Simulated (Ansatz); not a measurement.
The first iterations of a band of CH5NSSi (9 atoms, charge 0, multiplicity 1).

Computed with Ansatz 0.2.0, RKS PBE0-D4/def2-SVP.

```json
{"movable images": "7", "climbing image": "yes", "spring": "5.0 eV/Å²", "optimiser": "quadratic models (default)", "start path": "through a guess of the saddle point", "force threshold": "0.05 eV/Å", "iteration limit": "60", "end points": "relaxed"}
```

Image 0:

```xyz
9
Properties=species:S:1:pos:R:3
C 0.249 1.471 -0.556
Si -0.024 -0.050 0.148
N 0.765 -1.514 -0.214
S -1.415 -0.466 1.699
H 0.871 1.585 -1.448
H -0.166 2.383 -0.122
H 0.312 -2.415 -0.130
H 1.637 -1.547 -0.726
H -2.230 0.553 1.348
```

Image 8:

```xyz
9
Properties=species:S:1:pos:R:3
C 0.251 1.471 -0.555
Si -0.024 -0.051 0.146
N 0.764 -1.514 -0.215
S -1.413 -0.463 1.701
H -0.167 2.381 -0.119
H 0.872 1.589 -1.446
H 0.313 -2.416 -0.126
H 1.635 -1.547 -0.730
H -2.232 0.550 1.344
```

| iteration | highest image above the first end (eV) | largest band force component (eV/Å) |
| --- | --- | --- |
| 1 | 7.637 | 36.006 |
| 2 | 1.096 | 4.455 |
| 3 | 0.844 | 2.500 |

**Question.** Does the band converge within its limit, and where does its top end?

**Answer.** It converged. It ended after 11 iterations with the highest image 0.774 eV above the first end. The profile has 2 maxima (images 3, 7) with wells between them (image 6): this band takes more than one step, which may be the mechanism or a detour left from its start path. A vibrational analysis at the climbing image gives one clearly imaginary mode, 533i cm⁻¹: a first-order saddle point.

Time of the run: 4.7 min on 1 thread of Arm Neoverse V1, with other jobs on the host, peak memory 0.18 GiB.
